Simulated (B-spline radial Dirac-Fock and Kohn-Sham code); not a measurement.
## Internal conversion coefficients of Re at 134 keV

Z = 75 (rhenium), transition energy 134 keV. The computed values come from a B-spline atomic structure program: a Dirac-Hartree-Slater potential of the neutral atom with a Latter tail (no hole, which puts coefficients of high multipoles low close above an edge), finite nucleus with surface currents. Subshells that would emit electrons below 1 keV are left out.

Input of the calculation (task.json; shells as n, l, electrons):

```json
{"items": [{
  "Z": 75,
  "q": 0,
  "cfg": [[1, 0, 2], [2, 0, 2], [2, 1, 6], [3, 0, 2], [3, 1, 6], [3, 2, 10], [4, 0, 2], [4, 1, 6], [4, 2, 10], [4, 3, 14], [5, 0, 2], [5, 1, 6], [5, 2, 5], [6, 0, 2]],
  "A": 187,
  "rrms": 5.3698,
  "do": "conversion",
  "gamma": [134.0],
  "edges": {"K": 71676.0, "L1": 12527.0, "L2": 11959.0, "L3": 10535.0, "M1": 2932.0, "M2": 2682.0, "M3": 2367.0, "M4": 1949.0, "M5": 1883.0, "N1": 625.4, "N2": 518.7, "N3": 446.8, "N4": 273.9, "N5": 260.5, "O1": 83.0, "O2": 60.37}
}]}
```

Run with: `python xray2_run.py task.json out`

```tsv
subshell	electron energy (keV)	E2	E5	M1	M2	M4
K	62.32	0.464	9.94	1.87	11.3	143
L1	121.47	0.0511	43.4	0.272	2.58	132
L2	122.04	0.342	1160	0.0263	0.331	30.8
L3	123.47	0.271	691	0.00287	0.450	271
M1	131.07	0.0118	14.1	0.0617	0.623	37.5
M2	131.32	0.0853	334	0.00658	0.0861	8.83
M3	131.63	0.0702	194	0.000724	0.120	81.5
M4	132.05	0.000770	62.7	2.79e-05	0.00169	1.76
M5	132.12	0.000597	48.4	1.87e-05	0.000186	2.96
N1	133.37	0.00297	3.84	0.0154	0.158	9.88
N2	133.48	0.0208	84.2	0.00161	0.0212	2.22
N3	133.55	0.0169	47.7	0.000174	0.0291	20.3
N4	133.73	0.000194	16.4	7.04e-06	0.000431	0.459
N5	133.74	0.000148	12.5	4.66e-06	4.64e-05	0.765
N6	133.95	4.83e-07	0.0336	1.87e-08	2.30e-07	0.00117
N7	133.95	5.53e-07	0.0373	1.89e-08	1.40e-07	0.000300
total		1.34	2740	2.26	15.7	748
```

Q: For a pure M1 transition, what fraction of decays emits a photon?

A: 1/(1 + α) = 0.307 with the total α = 2.26; the total includes the outer subshells that are not listed.
